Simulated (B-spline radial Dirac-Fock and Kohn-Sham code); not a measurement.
Elastic and transport cross sections of niobium for electrons

Calculated with a radial atomic solver, using relativistic (Dirac) partial waves in the static field of the Dirac-Fock atom with Furness-McCarthy exchange, without polarisation or absorption potentials. σ_tr1 and σ_tr2 weight the cross section with 1 − P₁ and 1 − P₂ of cos θ; "backward" is the share scattered beyond 90°.

```
energy (eV)  σ (a₀²)  σ_tr1 (a₀²)  σ_tr2 (a₀²)  σ/σ_tr1  backward (%)
        494     13.6         3.52         3.11     3.87            12
        500     13.5         3.48         3.07     3.89            11
        734     11.1         2.35         2.15     4.72           8.7
        779     10.8         2.21         2.04     4.89           8.3
        911     9.95         1.85         1.78     5.38           7.4
        977     9.59         1.70         1.68     5.63           7.0
       1000        ?            ?            ?        ?             ?
       1260     8.37         1.25         1.35     6.69           5.8
       1500     7.60         1.00         1.16     7.57           5.0
       1900     6.65        0.736        0.929     9.03           4.1
       1950     6.55        0.711        0.906     9.21           4.0
       2000     6.46        0.688        0.885     9.39           3.9
       2510     5.66        0.504        0.705     11.2           3.1
```

Question: Fill in the row for 1 keV.

Answer: σ = 9.47 a₀², σ_tr1 = 1.66 a₀², σ_tr2 = 1.64 a₀², σ/σ_tr1 = 5.72, backward 6.9 %. The ratio σ/σ_tr1 is roughly the number of elastic collisions that randomise the direction.
